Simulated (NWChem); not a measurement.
Molecule: CH3N2S, doublet; SMILES [NH]C(=S)N

```xyz
7

N      1.2244    -1.0000    -0.1435
C      0.0675    -0.4239     0.0267
N     -1.0655    -1.1530     0.0996
S      0.0205     1.2953    -0.0375
H      1.9939    -0.3778     0.1118
H     -0.9904    -2.1525    -0.0451
H     -1.9548    -0.7026    -0.0624
```
Atoms are numbered in this order, from 1.

Level: PBE0/def2-SVP, spin-unrestricted (NWChem), optimised geometry, unscaled harmonic frequencies. 

```json
[
 {"frequency (cm⁻¹)": "340", "IR intensity (km/mol)": "143.7"},
 {"frequency (cm⁻¹)": "357", "IR intensity (km/mol)": "180.5"},
 {"frequency (cm⁻¹)": "447", "IR intensity (km/mol)": "4.5"},
 {"frequency (cm⁻¹)": "489", "IR intensity (km/mol)": "10.8"},
 {"frequency (cm⁻¹)": "599", "IR intensity (km/mol)": "126.5"},
 {"frequency (cm⁻¹)": "665", "IR intensity (km/mol)": "20.8"},
 {"frequency (cm⁻¹)": "755", "IR intensity (km/mol)": "42.8"},
 {"frequency (cm⁻¹)": "1041", "IR intensity (km/mol)": "120.7"},
 {"frequency (cm⁻¹)": "1102", "IR intensity (km/mol)": "15.3"},
 {"frequency (cm⁻¹)": "1275", "IR intensity (km/mol)": "13.4"},
 {"frequency (cm⁻¹)": "1520", "IR intensity (km/mol)": "55.8"},
 {"frequency (cm⁻¹)": "1637", "IR intensity (km/mol)": "376.5"},
 {"frequency (cm⁻¹)": "3555", "IR intensity (km/mol)": "22.3"},
 {"frequency (cm⁻¹)": "3614", "IR intensity (km/mol)": "67.6"},
 {"frequency (cm⁻¹)": "3757", "IR intensity (km/mol)": "59.4"}
]
```

```yaml
zero_point_energy: 30.2 kcal/mol
thermal correction to the enthalpy at 298.15 K (with zero-point energy): 33.6 kcal/mol
heat capacity Cv: 15.3 cal/(mol K)
"entropy at 298.15 K and 1 atm (symmetry number 1, electronic part: spin degeneracy alone)": 70.1 cal/(mol K)
dipole_moment: 2.10 D
```

Rigid rotor and harmonic oscillator.
